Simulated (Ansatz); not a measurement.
Molecule: MgO, charge 0, multiplicity 1. 
Geometry from a B3LYP-D3(BJ)/def2-TZVP (Ansatz, an electronic-structure program) optimisation:
```xyz
2

Mg     0.0000     0.0000    -0.6958
O      0.0000     0.0000     1.0436
```
Charge 0, spin multiplicity 1.

Atomisation energy built up term by term with Ansatz (kcal/mol; UHF references for open shells; valence terms freeze the core; atomic spin-orbit terms are left out; no core correlation term is included; no scalar relativity (X2C) term is included). CBS(X,Y): correlation extrapolated as X^-3; Hartree-Fock from the larger set.

The Hartree-Fock reference is unstable (checked in the largest basis), which strains HF and MP2. The T1 diagnostic of CCSD in the largest basis is 0.049, which is high, so the coupled-cluster rows are less sure than usual.

| term | basis | kcal/mol |
|---|---|---|
| Hartree-Fock | def2-QZVPPD | -27.62 |
| CCSD correlation | CBS(def2-TZVPPD,def2-QZVPPD) | 74.27 |
| (T) | CBS(def2-TZVPPD,def2-QZVPPD) | 13.67 |
| sum: De |  | 60.3 |

(T) makes 22.7 % of the CCSD(T) atomisation energy; over 10 % points to strong static correlation.
